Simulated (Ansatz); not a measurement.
`F[CH](Cl)[GaH][Cl]` and `FC([SiH3])Cl` differ in one atom or group.

Ansatz, PBE0-D4/def2-TZVP geometries, multiplicity 1. Each molecule was computed in one conformer, which needn't be the lowest.

Scalar relativity is left out up to krypton.

| property | `F[CH](Cl)[GaH][Cl]` |
| --- | --- |
| LUMO energy (PBE0/def2-TZVPP) / eV | -1.69 |
| size of the dipole moment (B3LYP/def2-TZVPP) / D | 2.76 |
| LUMO energy (ωB97M-V/def2-TZVPP) / eV | 0.05 |
| HOMO energy (B3LYP/def2-TZVPP) / eV | -7.88 |
| ideal-gas entropy at 298 K and 1 bar (rigid rotor, harmonic PBE0-D4/def2-TZVP) / J/(mol·K) | 369 |
| HOMO–LUMO gap (B3LYP/def2-TZVPP) / eV | 5.92 |

**Question.** Give the same properties after the change, and the shifts. (Estimate.)

**Answer.** The calculation gave: 
```json
{"property": "LUMO energy (PBE0/def2-TZVPP) / eV", "`FC([SiH3])Cl`": "-0.07", "shift": "1.62"}
{"property": "size of the dipole moment (B3LYP/def2-TZVPP) / D", "`FC([SiH3])Cl`": "1.76", "shift": "-1.00"}
{"property": "LUMO energy (ωB97M-V/def2-TZVPP) / eV", "`FC([SiH3])Cl`": "1.66", "shift": "1.61"}
{"property": "HOMO energy (B3LYP/def2-TZVPP) / eV", "`FC([SiH3])Cl`": "-8.12", "shift": "-0.24"}
{"property": "ideal-gas entropy at 298 K and 1 bar (rigid rotor, harmonic PBE0-D4/def2-TZVP) / J/(mol·K)", "`FC([SiH3])Cl`": "318", "shift": "-51"}
{"property": "HOMO–LUMO gap (B3LYP/def2-TZVPP) / eV", "`FC([SiH3])Cl`": "7.81", "shift": "1.89"}
```

With PBE0 the HOMO falls by 0.26 eV and the LUMO rises by 1.62 eV, so the gap widens by about 1.88 eV. PBE moves the HOMO by -0.19 eV and ωB97M-V by -0.33 eV. The zero-point energy changes by 44.9 kJ/mol with +3 modes. Dipoles are sizes alone; their direction can turn. Modes under 60 cm⁻¹, often nearly free rotors, make the harmonic entropy too high.

Positive LUMOs are unbound, so they and the gaps depend on the basis.

B3LYP here is the variant with VWN-RPA as its local correlation; programs differ in this.
